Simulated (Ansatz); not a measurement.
`COB(S)OC`. Total charge 0; spin multiplicity 1. The structure was optimised at the PBE0-D4/def2-TZVP level. It is one conformer, not always the lowest.

```xyz
13

C     1.410   -1.578    1.062
O     0.115   -1.185    0.693
B    -0.184   -0.053    0.011
S     1.041    1.190   -0.567
O    -1.497    0.149   -0.251
C    -1.965    1.278   -0.952
H     2.050   -1.727    0.186
H     1.328   -2.526    1.595
H     1.878   -0.846    1.729
H     2.134    0.578   -0.093
H    -1.548    1.319   -1.963
H    -3.049    1.197   -1.021
H    -1.712    2.205   -0.428
```

What is the dipole moment at ωB97M-V/def2-TZVPP? (An estimate is asked.)

The calculation gave: 1.26 D, with components (1.25, 0.14, 0.06) D in this frame, pointing from negative to positive charge.

And with PBE, r2SCAN, B3LYP? (Best estimate.)

Computed: PBE 1.14 D, r2SCAN 1.19 D, B3LYP 1.25 D.

Give the Mulliken charges with ωB97M-V, PBE, r2SCAN in def2-TZVPP. (Best estimate.)

Computed: 
| atom | ωB97M-V | PBE | r2SCAN |
| --- | --- | --- | --- |
| C1 | -0.21 | -0.15 | 0.00 |
| O2 | -0.27 | -0.21 | -0.29 |
| B3 | 0.32 | 0.26 | 0.35 |
| S4 | -0.23 | -0.27 | -0.25 |
| O5 | -0.27 | -0.22 | -0.30 |
| C6 | -0.20 | -0.15 | 0.00 |
| H7 | 0.12 | 0.09 | 0.06 |
| H8 | 0.13 | 0.11 | 0.07 |
| H9 | 0.12 | 0.09 | 0.06 |
| H10 | 0.11 | 0.11 | 0.10 |
| H11 | 0.13 | 0.10 | 0.07 |
| H12 | 0.13 | 0.11 | 0.07 |
| H13 | 0.13 | 0.10 | 0.07 |

B3LYP here is the variant with VWN-RPA as its local correlation; programs differ in this.
